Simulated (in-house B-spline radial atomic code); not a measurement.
Configurations of Ag⁶⁺, with energies counted from [Kr] (4d3/2)4 (4d5/2)1. Computed with a radial B-spline atomic code at the basis-set limit: Dirac-Hartree-Fock, average of each configuration as written, Fermi nucleus of rms radius 4.5454 fm. Energies include first-order Breit, QED and recoil terms.

Occupations are held fixed; configurations that lie above the ionisation limit could autoionise.

```json
{"configuration": "[Kr] (4d3/2)1 (4d5/2)3 (5f5/2)1", "E - E(ref) (eV)": "75.155", "highest orbital": "5f5/2", "its <r> (bohr)": "3.62"}
{"configuration": "[Kr] (4d3/2)2 (4d5/2)2 (7f7/2)1", "E - E(ref) (eV)": "90.239", "highest orbital": "7f7/2", "its <r> (bohr)": "8.433"}
{"configuration": "[Ar] 3d10 4s2 (4p1/2)1 (4p3/2)4 (4d3/2)3 (4d5/2)2 7s1", "E - E(ref) (eV)": "145.61", "highest orbital": "7s1/2", "its <r> (bohr)": "5.468"}
{"configuration": "[Ar] (3d3/2)4 (3d5/2)5 4s2 4p6 (4d5/2)6", "E - E(ref) (eV)": "378.06", "highest orbital": "4d5/2", "its <r> (bohr)": "1.087"}
```

Problem. Order these further configurations by energy, lowest first.
A. [Kr] (4d3/2)2 (4d5/2)3
B. [Ar] 3d10 4s2 (4p1/2)1 (4p3/2)4 (4d3/2)4 (4d5/2)1 6s1
C. [Kr] (4d5/2)5
D. [Ar] 3d10 4s2 (4p1/2)2 (4p3/2)3 (4d3/2)4 (4d5/2)1 (8d3/2)1
E. [Kr] (4d3/2)4 (5g7/2)1

Solution. A (2.2641 eV), C (3.0259 eV), E (76.031 eV), B (131.17 eV), D (146.56 eV).
